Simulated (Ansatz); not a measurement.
Ideal-gas functions of `N[Si]1(F)SS1` at 400 K and 1 bar, from an Ansatz frequency run at PBE0-D4/def2-TZVP.

Molar mass 127.24 g/mol, point group Cs (symmetry number 1), electronic degeneracy 1, moments of inertia 138.278, 250.303, 265.945 u Å². Harmonic wavenumbers (cm⁻¹, unscaled): 43, 201, 231, 280, 287, 340, 418, 487, 579, 796, 955, 969, 1564, 3636, 3742.

Use S(trans) = R[1.5 ln M + 2.5 ln T − 1.1517]; rotational temperatures θ = 24.2544 K / I; S(rot) = R[ln(√π/σ · √(T³/θAθBθC)) + 1.5]; for each mode x = 1.438777 ν̃/T, S = R[x/(eˣ − 1) − ln(1 − e⁻ˣ)] and H = RT x/(eˣ − 1); 1 cm⁻¹ = 0.0119627 kJ/mol; R = 8.31446 J/(mol·K).

Q: By hand: the entropy, in J/(mol·K).

A: Translation 175.4. Rotation: θ = 0.1754, 0.0969, 0.0912 K, giving 118.8. Vibration, mode by mode: 23.84, 11.19, 10.09, 8.60, 8.41, 7.14, 5.67, 4.64, 3.57, 1.93, 1.22, 1.17, 0.20, 0.00, 0.00, in all 87.7. Electronic 0.0. Sum 381.9 J/(mol·K).

Q: By hand: H − E and G − E in kJ/mol, counted from the electronic energy.

A: Zero-point energy ½ × 14528 × 0.0119627 = 86.9; thermal vibration 18.0; translation, rotation and pV give 4 RT = 13.3. H − E = 118.2 kJ/mol, and G − E = 118.2 − 400 × 381.9/1000 = -34.6 kJ/mol.

Vibration gives 23 % of the entropy, 23.8 J/(mol·K) of it from the mode under 150 cm⁻¹: soft modes count most, and the harmonic formula is weakest for them. The sum counts one conformer and one mirror image; others add a mixing term.
